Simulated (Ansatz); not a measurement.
Mulliken charges of C₃H₃FMgO₂, SMILES `[F][Mg-]1[O]C=CC=[O+]1` from PBE/def2-TZVPP in Ansatz (PBE0-D4/def2-TZVP geometry).

| atom | x (Å) | y (Å) | z (Å) | charge (e) |
| --- | --- | --- | --- | --- |
| F1 | 1.626 | -3.377 | 0.302 | -0.543 |
| Mg2 | 0.869 | -1.798 | 0.161 | 0.909 |
| O3 | -0.976 | -1.218 | 0.106 | -0.443 |
| C4 | -1.347 | -0.016 | -0.001 | 0.240 |
| C5 | -0.524 | 1.104 | -0.099 | -0.247 |
| C6 | 0.868 | 1.039 | -0.090 | 0.240 |
| O7 | 1.574 | -0.004 | 0.004 | -0.443 |
| H8 | -2.432 | 0.155 | -0.019 | 0.091 |
| H9 | -0.990 | 2.076 | -0.187 | 0.105 |
| H10 | 1.415 | 1.987 | -0.173 | 0.091 |

Q: By hand: the dipole of these point charges (1 e Å = 4.8032 D).

A: Σ q r = (-0.540, 1.126, -0.101) e Å, of length 1.253 e Å = 6.02 D.

Q: How does the dipole of the full density compare? (Best estimate.)

A: Ansatz gave: (-0.452, 0.941, -0.084) e Å, 5.03 D; the point charges give 1.20 times that, at 0° from its direction.

Point charges leave out the atoms' own dipoles, such as those of lone pairs, and Mulliken's split depends on the basis, so the two needn't agree.
